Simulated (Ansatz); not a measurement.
SbMe2I (C2H6ISb). The state is a triplet with charge 0. Geometry B3LYP-D4/def2-SVP, that of the neutral singlet; atoms count from 1.

```xyz
10

Sb    0.0357   -1.2305    0.5237
C    -1.6207    0.1383    0.1057
H    -1.2832    1.1772    0.2220
H    -2.4493   -0.0631    0.7986
H    -1.9605   -0.0313   -0.9284
C     1.4444   -0.1337   -0.7428
H     2.4665   -0.4872   -0.5485
H     1.3767    0.9420   -0.5306
H     1.1869   -0.3244   -1.7969
I     0.8036    0.0127    2.8972
```

In the def2 sets I, Sb take a core potential; there is no spin–orbit coupling. At PBE0-D4/def2-TZVP a singlet of charge 0 lies 3.20 eV below the triplet at the same geometry.

(1) Estimate the Mulliken populations from the PBE0/def2-TZVP orbitals of Ansatz.

(2) Where does the spin sit?

(3) And the Mayer bond orders between heavy atoms (over 0.3)?

Results:

(1) 
```tsv
atom	charge (e)	spin (α − β)
Sb1	0.34	1.18
C2	-0.54	0.04
H3	0.15	0.02
H4	0.16	0.00
H5	0.16	0.00
C6	-0.54	0.04
H7	0.16	0.00
H8	0.15	0.02
H9	0.16	0.00
I10	-0.20	0.69
```
Mulliken values depend strongly on the basis.

(2) Summed by element: Sb 1.18, C 0.09, H 0.05, I 0.69, of 2 unpaired in all. Largest on single atoms: Sb1 1.18, I10 0.69, C2 0.04.

(3) Sb1–C2 0.90 (2.19 Å); Sb1–C6 0.90 (2.19 Å); Sb1–I10 0.86 (2.79 Å).
